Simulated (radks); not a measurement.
Species: Mg II. Configuration: [Ne] 3s1.

Calculated with a radial shooting solver on a logarithmic mesh with Libxc functionals: non-relativistic Kohn-Sham, LDA (Slater exchange, Perdew-Wang correlation), spin-polarised, spherical densities, point nucleus; open shells are filled with parallel spins first.

Energy parts (eV):
total: -5411.022
kinetic: 5395.427
electron-nucleus: -12892.436
Hartree: 2501.580
exchange-correlation: -415.593

Orbitals (lengths in bohr, moments of r in powers of bohr):
orbital  occ.  eigenvalue (eV)     <r^4>
1s up       1        -1260.163  0.001404
1s down     1        -1260.070  0.001404
2s up       1         -88.0774    0.6781
2s down     1         -87.9451    0.6701
2p up       3         -55.8334    0.8944
2p down     3         -55.6793    0.8688
3s up       1         -11.9811     123.9
3s down     0         -10.5090     143.5

The highest occupied level is 3s up at -11.981 eV. The electron density at the nucleus is 1085 e/bohr^3. The spin density at the nucleus is 2.290 e/bohr^3 (1s 0.037, 2s -0.037, 3s 2.289), a Fermi contact field of 120 T.
